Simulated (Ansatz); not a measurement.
Species: sum formula SiNH₂F₃ (charge 0, singlet). SMILES: N[Si](F)(F)F
Coordinates optimised at B3LYP-D3(BJ)/def2-TZVP (Ansatz, a program for electronic structure):
```xyz
7

N      1.6258    -0.2885     0.2310
Si    -0.0079     0.0008    -0.0023
F     -0.6083    -0.5087    -1.3769
F     -0.8420    -0.7271     1.1250
F     -0.2817     1.5565     0.0339
H      1.9777    -1.1783     0.5416
H      2.3402     0.2992    -0.1644
```
Charge 0, spin multiplicity 1.

Wanted: vertical triplet-singlet gap (E(triplet) - E(singlet); each state is the SCF solution reached for its spin), in eV. Cores are frozen in the correlated levels unless marked. UHF or UKS for open shells. Spin-orbit coupling is left out. Non-relativistic. Basis-set limits of correlation are two-point, X^-3; Hartree-Fock from the larger set. [CCSD(T)-MP2]/basis is that difference in the basis named.

```json
[
 {"level": "HF/aug-cc-pV(D+d)Z", "program": "Ansatz", "vertical triplet-singlet gap (eV)": "5.93", "minus last row": "-0.95"},
 {"level": "HF/aug-cc-pV(T+d)Z", "program": "Ansatz", "vertical triplet-singlet gap (eV)": "5.90", "minus last row": "-0.98"},
 {"level": "SVWN5/def2-TZVPD", "program": "Ansatz", "vertical triplet-singlet gap (eV)": "6.63", "minus last row": "-0.25"},
 {"level": "PBE/def2-TZVPD", "program": "Ansatz", "vertical triplet-singlet gap (eV)": "6.43", "minus last row": "-0.45"},
 {"level": "r2SCAN/def2-TZVPD", "program": "Ansatz", "vertical triplet-singlet gap (eV)": "6.49", "minus last row": "-0.39"},
 {"level": "PBE0/def2-TZVPD", "program": "Ansatz", "vertical triplet-singlet gap (eV)": "6.61", "minus last row": "-0.27"},
 {"level": "BHLYP/def2-TZVPD", "program": "Ansatz", "vertical triplet-singlet gap (eV)": "6.66", "minus last row": "-0.22"},
 {"level": "B2PLYP/def2-TZVPD", "program": "Ansatz", "vertical triplet-singlet gap (eV)": "6.75", "minus last row": "-0.13"},
 {"level": "MP2/aug-cc-pV(D+d)Z", "program": "Ansatz", "vertical triplet-singlet gap (eV)": "6.88", "minus last row": "0.00"},
 {"level": "MP2/aug-cc-pV(T+d)Z", "program": "Ansatz", "vertical triplet-singlet gap (eV)": "6.99", "minus last row": "0.11"},
 {"level": "RI-MP2/aug-cc-pV(Q+d)Z", "program": "Ansatz", "vertical triplet-singlet gap (eV)": "7.05", "minus last row": "0.17"},
 {"level": "RI-MP2/CBS(aug-cc-pV(T+d)Z,aug-cc-pV(Q+d)Z)", "program": "Ansatz", "vertical triplet-singlet gap (eV)": "7.09", "minus last row": "0.21"},
 {"level": "CCSD(T)/aug-cc-pV(D+d)Z", "program": "Ansatz", "vertical triplet-singlet gap (eV)": "6.69", "minus last row": "-0.19"},
 {"level": "CCSD(T)/aug-cc-pV(T+d)Z", "program": "Ansatz", "vertical triplet-singlet gap (eV)": "6.78", "minus last row": "-0.10"},
 {"level": "RI-MP2/CBS(aug-cc-pV(T+d)Z,aug-cc-pV(Q+d)Z)+[CCSD(T)-MP2]/aug-cc-pV(T+d)Z", "program": "Ansatz", "vertical triplet-singlet gap (eV)": "6.88", "minus last row": "0.00"}
]
```
